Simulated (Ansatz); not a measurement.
Bonds to the group Y in Y-Te(OH). All species are isolated molecules in the gas phase. Each species was relaxed from one start; no search for lower structures was made at this level. In the def2 sets, heavy atoms carry core potentials. Strings in code marks are SMILES.

The LUMO from two functionals at the same geometries (B3LYP-D3(BJ)/def2-SVP), both in Ansatz (a first-principles code): PBE-D3(BJ)/def2-TZVP and B3LYP-D3(BJ)/def2-TZVP. B3LYP has the VWN-RPA correlation part, as in Gaussian. 

```csv
species,PBE-D3(BJ)/def2-TZVP (eV),B3LYP-D3(BJ)/def2-TZVP (eV)
Y = tert-butyl,-2.46,-1.82
"Y = vinyl (`C=C[Te]O` (C–C–Te–O torsion -3°, C–Te–O–H torsion -87°))",-2.72,-2.08
Y = benzyl (`O[Te]Cc1ccccc1`),-2.55,-1.92
Y = but-3-enyl (`C=CCC[Te]O`),-2.55,-1.92
```

Over these rows, drawn at random from the members with no instability flagged (it was tested for open shells, ions and some series alone), PBE minus B3LYP-D3(BJ): mean -0.64 eV, from -0.65 eV to -0.63 eV.
